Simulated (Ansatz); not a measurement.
Mulliken charges of CH3ClFOTa, SMILES `[CH3][Ta](=[O])([F])[Cl]` from r2SCAN/def2-TZVPP in Ansatz (PBE0-D4/def2-TZVP geometry).

| atom | x (Å) | y (Å) | z (Å) | charge (e) |
| --- | --- | --- | --- | --- |
| C1 | -0.839 | -0.279 | 0.693 | -0.407 |
| Ta2 | 0.774 | 0.151 | -0.641 | 1.070 |
| O3 | 2.155 | -0.169 | 0.311 | -0.392 |
| F4 | 0.687 | -1.077 | -2.049 | -0.311 |
| Cl5 | 0.679 | 2.383 | -1.188 | -0.257 |
| H6 | -1.805 | -0.116 | 0.205 | 0.091 |
| H7 | -0.785 | -1.316 | 1.039 | 0.103 |
| H8 | -0.773 | 0.366 | 1.575 | 0.104 |

Q: By hand: the dipole of these point charges (1 e Å = 4.8032 D).

A: Σ q r = (-0.389, -0.044, 0.142) e Å, of length 0.416 e Å = 2.00 D.

Q: How does the dipole of the full density compare? (Best estimate.)

A: Computed: (-0.505, 0.011, -0.004) e Å, 2.43 D; the point charges give 0.82 times that, at 22° from its direction.

Point charges leave out the atoms' own dipoles, such as those of lone pairs, and Mulliken's split depends on the basis, so the two needn't agree.
